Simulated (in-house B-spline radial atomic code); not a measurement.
Ionisation energies with and without relativity, with size and susceptibility from the Dirac run. Dirac energy differences include first-order Breit, QED and recoil terms. NIST's values go from ground level to ground level; the uncertainty of those that are theory runs from under 0.1 % in few-electron ions to several per cent in heavy many-electron ones. Computed with an all-electron radial atomic-structure program (B-spline basis): non-relativistic Hartree-Fock and Dirac-Hartree-Fock, averages of the configuration (point nuclei without relativity, finite nuclei with it).

```
 ion  configuration  configuration after  ionisation non-relativistic (eV)  ionisation Dirac Breit and QED (eV)  tabulated value (eV)  tabulated kind  radius at density 0.001 (bohr)  diamagnetic susceptibility (10⁻⁶ cm³/mol)
Cl3+   [Ne] 3s2 3p2         [Ne] 3s2 3p1                             51.45                                51.44                 53.24  semi-empirical                           3.059                                    -9.1835
Ar3+   [Ne] 3s2 3p3         [Ne] 3s2 3p2                                 ?                                    ?                     ?  semi-empirical                               ?                                          ?
 K3+   [Ne] 3s2 3p4         [Ne] 3s2 3p3                             61.73                                61.73                60.917  semi-empirical                           2.893                                    -9.8577
Ca3+   [Ne] 3s2 3p5         [Ne] 3s2 3p4                             67.04                                67.05               67.2732  semi-empirical                           2.806                                      -9.94
Sc3+   [Ne] 3s2 3p6         [Ne] 3s2 3p5                             72.48                                72.49               73.4894        measured                           2.722                                    -9.9259
Ti3+       [Ar] 3d1         [Ne] 3s2 3p6                             42.41                                42.21              43.26717        measured                           2.759                                     -10.24
 V3+       [Ar] 3d2             [Ar] 3d1                             44.75                                44.53                46.709        measured                           2.763                                     -10.39
Cr3+       [Ar] 3d3             [Ar] 3d2                             47.02                                46.77                 49.16  semi-empirical                           2.747                                    -10.435
Mn3+       [Ar] 3d4             [Ar] 3d3                             49.21                                48.94                 51.21  semi-empirical                           2.721                                    -10.412
Fe3+       [Ar] 3d5             [Ar] 3d4                             51.35                                51.04                 54.91        measured                           2.689                                    -10.344
Co3+       [Ar] 3d6             [Ar] 3d5                                 ?                                    ?                     ?  semi-empirical                               ?                                          ?
Ni3+       [Ar] 3d7             [Ar] 3d6                             55.48                                55.12                 54.92  semi-empirical                           2.618                                    -10.125
Cu3+       [Ar] 3d8             [Ar] 3d7                                 ?                                    ?                     ?  semi-empirical                               ?                                          ?
Zn3+       [Ar] 3d9             [Ar] 3d8                             59.47                                59.03                59.573        measured                           2.546                                    -9.8507
Ga3+      [Ar] 3d10             [Ar] 3d9                             61.42                                60.94                63.241        measured                           2.511                                    -9.7039
```

Fill in the row of Ar3+.

ionisation non-relativistic (eV): 56.53; ionisation Dirac Breit and QED (eV): 56.53; tabulated value (eV): 59.58; radius at density 0.001 (bohr): 2.979; diamagnetic susceptibility (10⁻⁶ cm³/mol): -9.6308.

Fill in the row of Co3+.

ionisation non-relativistic (eV): 53.44; ionisation Dirac Breit and QED (eV): 53.10; tabulated value (eV): 51.27; radius at density 0.001 (bohr): 2.654; diamagnetic susceptibility (10⁻⁶ cm³/mol): -10.245.

Fill in the row of Cu3+.

ionisation non-relativistic (eV): 57.49; ionisation Dirac Breit and QED (eV): 57.09; tabulated value (eV): 57.38; radius at density 0.001 (bohr): 2.582; diamagnetic susceptibility (10⁻⁶ cm³/mol): -9.9924.
